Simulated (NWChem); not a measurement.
System: ZrH4O; SMILES [OH][ZrH3]

Input file for NWChem:

```
start job
memory heap 200 mb stack 900 mb global 1100 mb
geometry units angstroms noautoz
  Zr     0.000895     0.317729     0.000003
  O      0.000685    -1.562225    -0.000651
  H      0.006885    -2.520170    -0.001288
  H     -1.146950     0.868801     1.354951
  H      1.748918     0.865990     0.317214
  H     -0.597012     0.869175    -1.671965
end
basis spherical
  Zr library sto-3g
  O library sto-3g
  H library sto-3g
end
dft
  xc b3lyp
  iterations 150
  mulliken
end
task dft energy
```

The geometry was optimised at PBE0/def2-SVP (def2 core potentials past Kr).

Q: Predict the main results of this run. (B3LYP/STO-3G, non-relativistic.) Quantities: basis functions; energy (Ha); highest occupied level (eV); orbital gap (eV); dipole (D).

A: number of basis functions: 36
energy (Ha): -3581.27
highest occupied level (eV): -4.80
orbital gap (eV): 7.18
dipole (D): 2.39
